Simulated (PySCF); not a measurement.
**The third ionisation energy along group 15**

All values are computed (PySCF 2.14, energy differences of UHF-based or UKS calculations, no spin-orbit coupling). Values in eV. The last column holds reference values (NIST; (s) semi-empirical, (t) theoretical, else measured). Unmarked ones compare directly (S terms, centres of terms, or small fine structure); those marked * lie between the lowest fine-structure levels and include a spin-orbit shift.

```csv
element,configurations,UHF,MP2 (valence),SCS-MP2 (valence),CCSD (valence),LDA,PBE0,reference
"N (aug-cc-pVQZ, non-relativistic)",[He] 2s2 2p1 → [He] 2s2,47.295,47.522,47.472,47.268,47.862,48.002,47.445 (s) *
"P (aug-cc-pV(Q+d)Z, non-relativistic)",[Ne] 3s2 3p1 → [Ne] 3s2,29.589,29.916,29.910,30.030,30.209,30.269,30.203 *
"As (aug-cc-pVQZ-PP with ECP10MDF, ECP)",[Ar] 3d10 4s2 4p1 → [Ar] 3d10 4s2,27.487,27.780,27.773,27.850,28.134,28.035,28.349 ± 0.012 *
"Sb (aug-cc-pVQZ-PP with ECP28MDF, ECP)",[Kr] 4d10 5s2 5p1 → [Kr] 4d10 5s2,24.147,24.402,24.396,24.463,24.925,24.739,25.323 *
"Bi (aug-cc-pVQZ-PP with ECP60MDF, ECP)",[Xe] 4f14 5d10 6s2 6p1 → [Xe] 4f14 5d10 6s2,23.052,23.279,23.271,23.327,23.882,23.664,25.571 *
```

"Valence" correlates the outer s and p shells and, in groups 3 to 12 and the f block, the outer d or f shell, open or full, or the next shell where the ion has no valence electron left; the wider scheme adds the next inner shell.
